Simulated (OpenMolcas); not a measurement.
Nb3+ (d2) in a complex was computed by CASSCF with the d shell active (OpenMolcas, ANO-RCC-VTZP on the metal). Its lowest spin-free states, and all those of the highest spin:

```csv
2S+1,Degeneracy,E (cm-1)
3,2,0.0
3,1,541.0
1,1,8988
1,2,9160
1,2,9778
1,1,21779
3,2,39091
3,1,39358
3,2,46874
3,1,47124
1,2,48652
1,1,49011
3,1,79745
```

Question: Is the site octahedral, tetrahedral or cube-like, axial, or of lower symmetry?

Answer: The states with 2S+1 = 3 have orbital degeneracies 2, 1, 2, 1, 2, 1, 1. There are pairs but no triples, so the site is axial: not cubic, but with a proper or improper axis of order three or more. The run had Nb3+ with 6 ligands (ammonia) in octahedral coordination (S6) at 2.14 Å. Ligand basis ANO-RCC-VDZP.

An orbital doublet at a regular site is open to a Jahn-Teller distortion, which this geometry leaves out. Without dynamic correlation the repulsion within the d shell is too large (B by tens of per cent), so at a given field states of lower spin stand too high. The least metal-like active orbital is 74 % on the metal (Löwdin) and no ligand orbital is active, so the numbers are rough. With metal d orbitals alone the field can be off either way by tens of per cent. Ligand-to-metal charge-transfer states are missing. With no ligand orbital active B as a rule stays too high, so bands that hang on it stand too high and its fall with covalency is understated. No measured value stands beside these numbers; the geometry was imposed, not optimised, and the real ion may take another.
